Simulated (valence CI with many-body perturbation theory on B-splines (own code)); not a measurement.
K5+: calculated level list

Method: relativistic CI+MBPT: four valence electrons over a frozen Dirac-Fock core [Ne], a basis of 11 s, 11 p, 10 d, 8 f, 5 g, 2 h functions for each j, with the one-electron correlation potential Σ1, the two-electron term Σ2, the three-electron term Σ3, Breit, model QED; selected CI, second order for the rest, scaled by the run's own slope (own B-spline code, finite nucleus).

Against 25 measured levels this calculation errs by 128 cm⁻¹ on average and by 501 at most. These come from a selection out of Sansonetti, J. Phys. Chem. Ref. Data 37, 7 (2008). Levels without a partner in it may be off by more. Among the levels kept, up to 940 cm⁻¹ of a level comes from second order outside the variational space, and about a tenth of that is noise between levels of different J, which matters for small intervals.

Levels 46 to 90 of 194, with energies above the lowest level, 3s²3p² ³P_0. "Leading %" is the weight of the configuration and term that name the level; weights of strongly mixed levels are sums over their largest components and can fall short.

```tsv
No.	Configuration	Term	J	E (cm⁻¹)	Leading %	g	Second component
46	3s3p²3d	⁵P	2	357190	98	1.834	
47	3s3p²3d	⁵P	1	357630	98	2.502	
48	3p⁴	¹S	0	358820	57		34 % 3s3p²3d ¹S
49	3s3p²3d	³P	2	368790	66	1.500	26 % 3p⁴ ³P
50	3s3p²3d	³P	1	370300	66	1.500	26 % 3p⁴ ³P
51	3s3p²3d	³P	0	371150	65		26 % 3p⁴ ³P
52	3s3p²3d	³G	3	379070	96	0.750	
53	3s3p²3d	³G	4	379210	96	1.050	
54	3s3p²3d	³G	5	379400	96	1.200	
55	3s²3p4s	³P°	0	387380	94		
56	3s3p²3d	³D	1	387830	97	0.501	
57	3s3p²3d	³D	2	387990	97	1.167	
58	3s3p²3d	¹G	4	388020	78	1.001	18 % 3s²3d² ¹G
59	3s²3p4s	³P°	1	388060	89	1.474	5 % 3s²3p4s ¹P°
60	3s3p²3d	³D	3	388170	96	1.328	
61	3s²3p4s	³P°	2	390450	94	1.501	
62	3s3p²3d	¹F	3	393210	94	1.006	
63	3s²3p4s	¹P°	1	394390	88	1.027	5 % 3s²3p4s ³P°
64	3s3p²3d	³F	2	403430	86	0.684	8 % 3s²3d² ³F
65	3s3p²3d	³F	3	404190	83	1.097	8 % 3s²3d² ³F
66	3s3p²3d	³D	1	405290	95	0.502	
67	3s3p²3d	³F	4	405290	88	1.249	8 % 3s²3d² ³F
68	3s3p²3d	³D	2	405670	92	1.150	
69	3s3p²3d	³D	3	406290	90	1.319	5 % 3s3p²3d ³F
70	3s3p²3d	¹P	1	408550	94	0.998	
71	3s3p²3d	³P	0	409530	69		17 % 3s²3d² ³P
72	3s3p²3d	³P	1	409820	69	1.500	17 % 3s²3d² ³P
73	3s3p²3d	³P	2	410390	69	1.500	17 % 3s²3d² ³P
74	3s3p²3d	³S	1	417190	94	1.998	
75	3s3p²3d	³D	1	422110	94	0.502	
76	3s3p²3d	³D	2	422610	92	1.163	
77	3s3p²3d	³D	3	423780	93	1.330	
78	3s3p²3d	³F	2	426530	86	0.674	5 % 3s²3d² ³F
79	3s3p²3d	³F	3	426890	87	1.088	5 % 3s²3d² ³F
80	3s3p²3d	³F	4	427320	89	1.250	4 % 3s²3d² ³F
81	3s3p²3d	¹D	2	429010	53	0.998	25 % 3s²3d² ¹D
82	3s²3p4p	¹P	1	432530	86	0.980	5 % 3s²3p4p ³D
83	3s²3p4p	³D	1	437350	79	0.536	7 % 3s3p²3d ³D
84	3s²3p4p	³D	2	438090	79	1.169	12 % 3s3p²3d ³D
85	3s²3p4p	³D	3	439450	65	1.333	29 % 3s3p²3d ³D
86	3s²3p4p	³P	0	442220	90		
87	3s²3p4p	³P	1	442920	85	1.509	5 % 3s²3p4p ³S
88	3s²3p4p	³P	2	444140	59	1.379	31 % 3s3p²3d ³D
89	3s3p²3d	³D	3	444350	66	1.333	26 % 3s²3p4p ³D
90	3s3p²3d	³D	2	444610	51	1.278	31 % 3s²3p4p ³P
```

Names give the largest LS component (configuration and term), which can be under half, so a name can repeat, a term be missing and a line seem to break the LS rules; names also repeat where a configuration has a term twice.

Where two levels of one J and parity lie close, their mixing, g and order are uncertain.
